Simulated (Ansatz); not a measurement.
CH₅BClNSn at its PBE0-D4/def2-TZVP geometry, where that method's forces vanish. Total charge 0; spin multiplicity 1. Sn: def2 effective core potential. The bonds changed during the relaxation, so this is another structure than the one it started from.

```xyz
10

N    -0.7475   -1.0664   -0.1673
B    -0.8821    0.3627   -0.3271
C     0.2118    1.2412    0.2414
Sn    1.5844   -0.1807   -0.9196
Cl    2.3071   -1.2428    1.1336
H    -1.3776   -1.7065   -0.6236
H    -0.2923   -1.4758    0.6396
H     0.2161    2.2940   -0.0252
H     0.6199    1.0559    1.2343
H    -1.6398    0.7184   -1.1862
```

Task: What forces (eV/Å) does PBE-D4/def2-TZVPP give on these atoms in Ansatz? (An estimate is asked.)

Result: Computed: 
```
N1  -0.046  0.021 -0.043
B2  -0.047  0.206 -0.029
C3  -0.156  0.094  0.070
Sn4  0.166 -0.027 -0.360
Cl5  0.086 -0.119  0.218
H6  -0.217 -0.238 -0.156
H7   0.183 -0.158  0.261
H8   0.002  0.215 -0.042
H9   0.105 -0.025  0.178
H10 -0.078  0.031 -0.097
```
